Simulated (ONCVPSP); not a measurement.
## Mg (Z = 12): one change to an ONCV potential, before and after

| Item | Value |
| --- | --- |
| Element | magnesium (Mg) |
| Generator | ONCVPSP 4.0.1 |
| Type | optimised norm-conserving Vanderbilt (ONCV) |
| Functional | LDA (Perdew-Wang 92) |
| Relativity | scalar-relativistic |
| Frozen core | [He] |
| Valence charge | 10 |
| Reference configuration | 2s2 2p6 3s1 (charge +1) |
| Partial waves | 2s+3s: rc 1.10 bohr, ncon 4, nbas 7, qcut 11 1/bohr, 2 projectors; 2p: rc 0.70 bohr, ncon 4, nbas 7, qcut 15.9 1/bohr, 1 projector; d scattering state at 0.46 Ha: rc 0.70 bohr, ncon 3, nbas 7, qcut 13.1 1/bohr, local |
| Local potential | the d channel |
| Core correction | Teter function fitted to the true core (icmod 2), fcfact 0.3 |

All-electron outer shells of the reference configuration (LDA (PZ), scalar-relativistic, ld1.x):

| shell | level (eV) | outermost node (bohr) | outermost maximum (bohr) |
| --- | --- | --- | --- |
| 1s | -1262.68 | – | 0.09 |
| 2s | -88.40 | 0.18 | 0.55 |
| 2p | -55.81 | – | 0.48 |
| 3s | -11.53 | 0.90 | 2.35 |

Change: all radii but the core radius scaled by about 1.09 (s 1.20, p 0.76, d 0.76 bohr).

Cutoffs: the cutoffs (Ha) at which the residual kinetic energy of the hardest occupied pseudo-wave falls to 1 and 0.1 mHa per electron; they do not see the model core or the augmentation charge, which bear on the density cutoff. Errors are all-electron minus pseudo energies relative to the spin-unpolarised reference configuration.

**Question.** Predict the effect on cutoff, ghosts and configuration errors.

**Answer.** The potential gets softer (116 Ha and 238 Ha → 108 Ha and 124 Ha); of the 4 tests that both files solve, the error grows in 1 and shrinks in 0 by more than 15 % and 0.3 meV (median size 0.2 → 0.2 meV); neither file shows a bound ghost. A larger radius leaves more room for a smooth pseudo-wave, so fewer plane waves are needed.

| quantity | base | changed |
| --- | --- | --- |
| cutoff, loose | 116 Ha | 108 Ha |
| cutoff, tight | 238 Ha | 124 Ha |
| loose cutoff by channel | s 21 Ha, p 116 Ha | s 21 Ha, p 108 Ha |
| bound ghosts | none | none |
| GHOST(+) flags under 300 eV | none | none |
| error for 2s2 2p6 3s2, meV [ΔE -8.07 eV] | 0.0 | 0.0 |
| error for 2s2 2p6 3s0, meV [ΔE 15.04 eV] | -0.3 | -0.4 |
| error for 2s2 2p6 3s1.5, meV [ΔE -4.88 eV] | 0.0 | 0.0 |
| error for 2s1 2p6 3s2, meV [ΔE 82.85 eV] | -122 | -162 |
| rms error of d²Exc/dni dnj with the model core, mHa | 1.58 | 1.61 |
